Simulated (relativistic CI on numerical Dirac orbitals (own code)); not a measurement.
**Ru⁴⁺: 3d photoemission**

Computed with this model: Dirac-Coulomb-Breit CI, separate exchange-only KLI orbitals for each configuration, model QED, valence Slater integrals scaled by 0.8, multiplet model of photoemission in the sudden approximation; configurations [Kr] 4d4 → [Ar] 3d9 4s2 4p6 4d4; 80 K; Lorentzian 0.3 eV and Gaussian 0.5 eV FWHM. Energies are those of the free ion, without screening or charge transfer. The energies are binding energies and can lie tens of eV above those of solids. S is read from ⟨S²⟩ = S(S + 1).

free ion: ground-state S = 1.97, centroid 346.63 eV. Peaks (eV, height): 344.1 (100), 345.2 (46), 348.0 (38), 348.3 (38), 349.3 (15), 355.2 (7).

Strongest unbroadened transitions for free ion:

| Energy (eV) | Relative strength |
| --- | --- |
| 344.08 | 100.0 |
| 345.08 | 14.2 |
| 345.23 | 30.2 |
| 347.68 | 4.6 |
| 347.83 | 11.0 |
| 347.90 | 7.6 |
| 347.95 | 9.6 |
| 348.42 | 8.5 |
| 348.44 | 20.3 |
| 349.07 | 5.9 |
| 349.47 | 5.6 |
| 349.63 | 3.6 |
| 350.02 | 1.6 |
| 355.12 | 4.3 |
| 355.36 | 2.5 |
| 355.91 | 2.4 |
| 356.22 | 2.0 |
| 358.41 | 2.2 |
